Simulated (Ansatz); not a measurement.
Strength of the C–C bond: C2H3F2I → CH2F + CHFI

Species: C2H3F2I `FCC(F)I`, singlet; CH2F `[CH2]F`, doublet; CHFI `F[CH]I`, doublet. 

Shapes, held fixed at every level: PBE0-D4/def2-TZVP. Flexible molecules stand in one conformer, not always the lowest. Programs: Ansatz 0.2.0. The zero-point and thermal change to 298 K, harmonic and unscaled (PBE0-D4/def2-TZVP), is -20.4 kJ/mol.

| level | kind | ΔH(298 K) (kJ/mol) | less CCSD(T)/def2-TZVPP |
| --- | --- | --- | --- |
| MP2/def2-SVP | perturbation theory | +393.2 | +14.3 |
| HF/def2-SVP | Hartree–Fock | +272.9 | -106.0 |
| r2SCAN-D4/def2-TZVPP | meta-GGA | +348.8 | -30.1 |
| B3LYP-D4/def2-TZVPP | global hybrid | +356.8 | -22.1 |
| BHLYP-D4/def2-TZVPP | global hybrid | +355.8 | -23.1 |
| wB97M-V/def2-TZVPP | range-separated hybrid | +384.1 | +5.2 |
| CCSD/def2-TZVPP | coupled cluster or CI | +369.4 | -9.5 |
| CCSD(T)/def2-TZVPP | coupled cluster or CI | +378.9 | 0.0 |

The highest level, CCSD(T)/def2-TZVPP, gives ΔH(298 K) = +378.9 kJ/mol; the levels span +272.9 to +393.2. The column of differences is taken from that level and isn't an error. Hartree–Fock misses the correlation of the pair that is broken and comes out low. No measured value is set beside it here. Open shells run unrestricted. For atoms past krypton def2 sets carry core potentials with scalar relativity. Outer-core shells of I are correlated in most correlated rows, in sets that cover them unevenly.
